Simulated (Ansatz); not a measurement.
Reactions of C$_{3}$H$_{5}$ClO$_{2}$, SMILES `COC=C(O)Cl`.

Gas-phase electronic energies from Ansatz, PBE0-D4/def2-TZVP geometries. CCSD(T)/CBS adds triple-zeta CCSD(T) − MP2 to the extrapolated MP2 energy (def2 sets, frozen cores). This one scheme is used for every species, atoms too. Double bonds are as drawn, so ΔE can hold a change between cis and trans. DFT in def2-TZVPP. B3LYP here is the variant with VWN-RPA as its local correlation; programs differ in this. No spin–orbit coupling; open shells (•) take unrestricted orbitals. Spin–orbit coupling would lower the free atoms: a little for C, Cl, O. For Ga outer-core shells are correlated without core-valence functions, so the limit isn't a true one: a few kJ/mol of doubt a bond, and 10 to 20 or more in all where bonds break to atoms. Scalar relativity is left out up to krypton. One conformer a species, not always the lowest.

```json
{"reaction": "`CO/C=C(\\O)Cl` + H₂ → `C=C(O)Cl` + CH₃OH", "ωB97M-V (kJ/mol)": "-93", "B3LYP-D4 (kJ/mol)": "-88", "CCSD(T)/CBS(def2) (kJ/mol)": "-96"}
{"reaction": "`CO/C=C(\\O)Cl` + H₂ → `CO/C=C/O` + HCl", "ωB97M-V (kJ/mol)": "-78", "B3LYP-D4 (kJ/mol)": "-74", "CCSD(T)/CBS(def2) (kJ/mol)": "-79"}
{"reaction": "`CO/C=C(\\O)Cl` + `[GaH3]` → `O/C(Cl)=[CH]/[GaH2]` + CH₃OH", "ωB97M-V (kJ/mol)": "-92", "B3LYP-D4 (kJ/mol)": "-90", "CCSD(T)/CBS(def2) (kJ/mol)": "-104"}
{"reaction": "`CO/C=C(\\O)Cl` → 3 C• + Cl• + 5 H• + 2 O•", "ωB97M-V (kJ/mol)": "4316", "B3LYP-D4 (kJ/mol)": "4291", "CCSD(T)/CBS(def2) (kJ/mol)": "4296"}
{"reaction": "`CO/C=C(\\O)Cl` + H₂O → `COC=C(O)O` + HCl", "ωB97M-V (kJ/mol)": "-28", "B3LYP-D4 (kJ/mol)": "-24", "CCSD(T)/CBS(def2) (kJ/mol)": "-18"}
{"reaction": "`CO/C=C(\\O)Cl` + H₂ → `CO/C=C/Cl` + H₂O", "ωB97M-V (kJ/mol)": "-91", "B3LYP-D4 (kJ/mol)": "-89", "CCSD(T)/CBS(def2) (kJ/mol)": "-99"}
```

Largest T1 diagnostic: 0.013, for `[GaH3]`.
